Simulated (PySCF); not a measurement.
silyloxysilylmethanol (CH₈O₂Si₂), SMILES OC[SiH2]O[SiH3].

Geometry optimised at B3LYP-D3(BJ)/def2-SVP. The values are those of a single conformer.

Calculation: PySCF with B3LYP/def2-TZVP.

The total energy is -772.57063 hartree and the highest occupied level comes out as -7.30 eV. The lowest empty level comes out as -0.46 eV and the orbital gap is 6.85 eV. The dipole moment is 1.24 D and the quadrupole, principal values (traceless, Buckingham form, about the centre of nuclear charge) comes out as -8.30, 0.81, 7.49 D·Å. The mean static polarisability is 71.0 bohr³ (10.52 Å³) and the polarisability, principal values comes out as 64.3, 67.2, 81.6 bohr³.
